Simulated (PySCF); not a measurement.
# Pt(OH)₂, triplet: computed properties

All numbers come from UBP86 in PySCF with Pt def2-TZVP with ECP60, O def2-TZVP, H def2-TZVP; scalar-relativistic core potentials, no spin–orbit coupling; density-fitted integrals.

The structure is a minimum.

Z-matrix (Å, degrees; charge 0 multiplicity 3):
```
Pt
O  1 1.8765
O  1 1.8765 2 173.74
H  2 0.9754 1 119.05 3 39.99
H  3 0.9754 1 119.05 2 39.99
```

```json
{
 "Point group": "C2",
 "Bond lengths": "O–H 0.975 Å (×2), Pt–O 1.877 Å (×2)",
 "Bond angles": "H–O–Pt 119.0° (×2), O–Pt–O 173.7°",
 "Atomisation energy without zero-point energy": "1636 kJ/mol",
 "Heat capacity Cp at 298.15 K": "70.5 J/(mol K)",
 "Zero-point energy": "64.1 kJ/mol",
 "Entropy at 298.15 K and 1 bar (electronic part: spin only)": "301.1 J/(mol K)",
 "Lowest empty level (β)": "-5.29 eV",
 "Spin squared ⟨S²⟩": "2.003",
 "Dipole moment": "1.95 D",
 "Enthalpy at 298.15 K above 0 K": "15.25 kJ/mol",
 "Rotational constants": "8.372, 0.1363, 0.1353 cm⁻¹",
 "Rotational symmetry number": "2",
 "Highest occupied level (β)": "-6.38 eV",
 "Principal polarisabilities": "36.6, 37.6, 71.9 bohr³",
 "Principal quadrupole moments (Buckingham, traceless) about the centre of mass": "-7.56, -1.05, 8.61 D Å"
}
```

Harmonic modes (masses in u: Pt 194.965, O 15.995, H 1.008):
```json
{"symmetry": "a", "ω (cm⁻¹)": "161", "IR (km/mol)": "8.3"}
{"symmetry": "b", "ω (cm⁻¹)": "218", "IR (km/mol)": "22.5"}
{"symmetry": "a", "ω (cm⁻¹)": "360", "IR (km/mol)": "69.1"}
{"symmetry": "a", "ω (cm⁻¹)": "635", "IR (km/mol)": "7.1"}
{"symmetry": "b", "ω (cm⁻¹)": "636", "IR (km/mol)": "456"}
{"symmetry": "a", "ω (cm⁻¹)": "680", "IR (km/mol)": "4.0"}
{"symmetry": "b", "ω (cm⁻¹)": "683", "IR (km/mol)": "39.5"}
{"symmetry": "a", "ω (cm⁻¹)": "3674", "IR (km/mol)": "59.0"}
{"symmetry": "b", "ω (cm⁻¹)": "3674", "IR (km/mol)": "232"}
```

In C2 the vibrations span 5a + 4b.

Charges (e):
```csv
atom,Mulliken,Löwdin,polar tensor,spin (Mulliken),Mayer order to Pt1
Pt1,0.33,0.25,0.51,1.23,–
"O2,3",-0.52,-0.30,-0.59,0.37,1.18
"H4,5",0.35,0.18,0.34,0.01,0.01
```
Other Mayer orders above 0.3: O–H 0.86 (×2).

Mulliken populations on Pt1 (electrons outside its core potential): s 3.16, p 6.21, d 8.27, f 0.03.

Outer orbital energies (eV). α occupied: -10.32, -9.60, -8.89, -7.11, -7.10, -6.69, -6.52, -6.44; empty: -0.94, -0.06, -0.05, 0.28. β occupied: -12.34, -10.06, -9.46, -8.78, -8.30, -6.58, -6.57, -6.38; empty: -5.29, -5.27, -0.67, 0.02.

Only a few start shapes were tried, so a lower isomer may exist. With open d or f shells other occupations or spin states may lie lower. No spin–orbit coupling is included, which matters more the heavier the element.

The final relaxation and frequency run took about 4 core-minutes on a shared host.
